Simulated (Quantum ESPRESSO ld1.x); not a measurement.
Species: Br+. Configuration: [Ar] 3d10 4p6 (not the ground configuration).

Calculated with ld1.x of Quantum ESPRESSO 7.5: scalar-relativistic Kohn-Sham, revPBE, spin-unpolarised, spherical densities, point nucleus.

Energy parts (hartree):
part                     energy
total                 -2605.167
kinetic                2661.540
electron-nucleus      -6265.050
Hartree                1090.169
exchange-correlation    -91.826

Orbitals (lengths in bohr, moments of r in powers of bohr; r(max) is where P^2 peaks):
| orbital | occ. | eigenvalue (hartree) | r(max) | <r^2> |
|---|---|---|---|---|
| 1s | 2 | -489.997 | 0.028 | 0.002460 |
| 2s | 2 | -64.2238 | 0.160 | 0.04235 |
| 2p | 6 | -56.6978 | 0.128 | 0.03350 |
| 3s | 2 | -9.28019 | 0.485 | 0.3492 |
| 3p | 6 | -6.90337 | 0.481 | 0.3719 |
| 3d | 10 | -2.97469 | 0.430 | 0.4282 |
| 4p | 6 | -0.68813 | 1.61 | 4.252 |

The highest occupied level is 4p at -18.725 eV. Summed over all electrons, <r^2> = 33.02 bohr^2, which gives a Langevin (diamagnetic) susceptibility term of -26.1 x 10^-6 cm^3/mol.
